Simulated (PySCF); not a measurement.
**Computed properties of Zr(Cl)2(OH)2 (Cl₂H₂O₂Zr), SMILES [OH][Zr]([Cl])([OH])[Cl], multiplicity 1**

Zr(Cl)2(OH)2 (Cl2H2O2Zr), SMILES [OH][Zr]([OH])([Cl])[Cl], multiplicity 1. The structure is a stationary point at B3LYP-D3(BJ)/def2-SVP. The spin state was assumed, not searched. The structure was generated by enumeration; whether it is a known compound was not checked. The def2 effective core potentials stand for the cores of Zr; spin–orbit coupling is left out. The values are those of a single conformer. All values are computed for the isolated molecule unless a solvent is named; none is compared with measurement here.

**Structure.** The optimised structure has C2v symmetry. All 15 harmonic modes at B3LYP-D3(BJ)/def2-SVP (PySCF) are real, so it is a minimum. With heavy atoms numbered as in [Zr:1]([Cl:2])([Cl:3])([OH:4])[OH:6], the shortest bond between them is Zr1–O4 at 1.905 Å and the longest Zr1–Cl3 at 2.376 Å.

**Vibrations.** The strongest infrared lines (harmonic, unscaled, degenerate partners summed) lie at 3955 cm⁻¹ (410 km/mol, H 94 %), 3959 cm⁻¹ (281 km/mol, H 94 %), 338 cm⁻¹ (238 km/mol, H 71 %, O 21 %, Cl 8 %). The softest mode is at 98 cm⁻¹ and the zero-point energy is 17.3 kcal/mol.

**Electronic structure.** B3LYP/def2-TZVP (PySCF) places the frontier levels at -8.63 and -1.60 eV, a gap of 7.03 eV, and gives a dipole moment of 3.91 D and a mean polarisability of 70.7 bohr³. PBE/def2-TZVP (PySCF) at the same geometry gives -7.52 and -2.19 eV, so its gap is 1.70 eV narrower. An orbital gap is neither the optical nor the fundamental gap.

**Excitations.** TDA-B3LYP/def2-SVPD (PySCF) has S1 at 5.90 eV (210 nm, f = 0.000, dark); the most intense of the 10 singlets computed lies at 6.54 eV (f = 0.05). T1 (TDA) is at 5.55 eV, 0.35 eV under S1. TDA-PBE/def2-SVPD (PySCF) puts S1 at 5.41 eV. No vertical singlet excitation falls in the visible range (under 3.1 eV).
